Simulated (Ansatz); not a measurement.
## Worked example: the enthalpy of formation of CHBrF2 (bromodifluoromethane)

The species is CHBrF2 (5 atoms), meant as a singlet with charge 0. As SMILES, `FC(F)Br`. Geometry: relaxed at PBE0-D4/def2-TZVP.

Total energies at RPA@PBE/aug-cc-pVDZ, 12 core orbitals frozen (Ansatz 0.2.0); the atoms run unrestricted:

```tsv
species	state	energy (Eh)
CHBrF2	singlet	-2810.719833
F	doublet	-99.637505
C	triplet	-37.823078
Br	doublet	-2572.568690
H	doublet	-0.515034
```

Harmonic wavenumbers at PBE0-D4/def2-TZVP, in cm⁻¹: 316, 324, 590, 720, 1136, 1168, 1298, 1370, 3141.

Measured heats of formation of the gaseous atoms at 298.15 K, in kJ/mol: F 79.4, C 716.9, Br 111.9, H 218.0. Spin-orbit lowering of the atoms at 298 K (mean of the ground term's levels less their thermal mean, from spectra), in kJ/mol: F 1.29, C 0.02, Br 14.69. Take 1 Eh = 2625.50 kJ/mol, 1 cm⁻¹ = 0.0119627 kJ/mol, RT = 2.479 kJ/mol.

Work out the heat of formation of the gas at 298 K.


1. Electronic atomisation energy: 2 × (-99.637505) + (-37.823078) + (-2572.568690) + (-0.515034) − (-2810.719833) = 0.538021 Eh = 1412.6 kJ/mol.
2. Zero-point energy: half the sum of the wavenumbers, 5031.5 cm⁻¹ = 60.2 kJ/mol.
3. Thermal vibrational enthalpy, Σ hcν̃/(exp(hcν̃/kT) − 1): 2.9 kJ/mol. Translation, rotation and pV of a non-linear molecule: 4 RT = 9.9 kJ/mol.
4. The 5 free atoms carry 5/2 RT each: 31.0 kJ/mol.
5. Spin-orbit coupling lowers the free atoms by 2 × 1.29 + 0.02 + 14.69 = 17.3 kJ/mol.
6. Atomisation enthalpy at 298 K: 1412.6 − 17.3 − 60.2 − 2.9 − 9.9 + 31.0 = 1353.3 kJ/mol.
7. Sum of the atoms' heats of formation: 1205.6 kJ/mol. Heat of formation: 1205.6 − 1353.3 = -147.7 kJ/mol.

The tabulated value is -424.2 kJ/mol (Active Thermochemical Tables), so this level is off by +276.5 kJ/mol, or 17.0 % of the atomisation enthalpy that the table implies (1629.7 kJ/mol). Relativity is left out. Anharmonicity and any spin-orbit splitting of the molecule are left out, and so is core correlation.
